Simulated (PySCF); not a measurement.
A GIAO shielding run with PySCF 2.14 (density fitting, non-relativistic, gas phase) on `N#CC[C@@H]1C[Si@@H](CF)N1`, C$_{5}$H$_{9}$FN$_{2}$Si:

```
$ OMP_NUM_THREADS=1 python probes_run.py task.json out

{"job": {"kind": "nmr", "xc": "PBE0", "basis": "pcSseg-1"}, "charge": 0, "multiplicity": 1}
N     -3.754113     1.612841    -0.613947
C     -3.042261     0.869657    -0.116150
C     -2.126393    -0.048946     0.505101
C     -0.715100     0.551726     0.580742
C     -0.072588     0.739592    -0.801027
Si     1.061575    -0.741242    -0.391847
C      2.958410    -0.516674    -0.337649
F      3.547326    -1.719987     0.000327
N      0.262352    -0.395210     1.092000
H     -2.089802    -0.971041    -0.081445
H     -2.491564    -0.284200     1.509199
H     -0.744713     1.463793     1.188023
H      0.409593     1.705923    -0.904444
H     -0.771437     0.621179    -1.621573
H      0.769634    -1.996145    -1.096682
H      3.291142     0.209012     0.407467
H      3.375039    -0.240721    -1.308167
H      0.124141    -0.853240     1.978415
```

Hardware: 1 thread of an Intel Xeon, shared host. The job also computes population analyses, field gradients, ring-centre shieldings.

Q: How large is the calculation?

A: 76 electrons, 205 basis functions and 1075 auxiliary functions.

Q: How long does it take, and how much memory does it need?

A: 2 min of wall time, with 14 SCF cycles and 5 response iterations; peak memory 0.92 GiB. Times on a shared host scatter by some tens of per cent.
